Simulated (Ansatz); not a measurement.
Basis-set series for `B[SiH](F)F`. Charge 0, multiplicity 1. All single points use the PBE0-D4/def2-TZVP geometry.

```tsv
functional	basis	functions	energy (Eh)	HOMO (eV)	LUMO (eV)
PBE0-D4	def2-SVP	75	-515.28153	-8.66	-3.01
PBE0-D4	def2-QZVPP	331	-515.70003	-8.74	-3.09
ωB97M-V	def2-SVP	75	-515.53891	-10.81	-0.91
ωB97M-V	def2-QZVPP	331	-515.96333	-10.93	-1.11
```

Give the rows for def2-TZVPP. (Best estimate.)

The calculation gave: 
```csv
functional,basis,functions,energy (Eh),HOMO (eV),LUMO (eV)
PBE0-D4,def2-TZVPP,177,-515.67663,-8.72,-3.07
ωB97M-V,def2-TZVPP,177,-515.94152,-10.91,-1.06
```

Program: Ansatz 0.2.0.
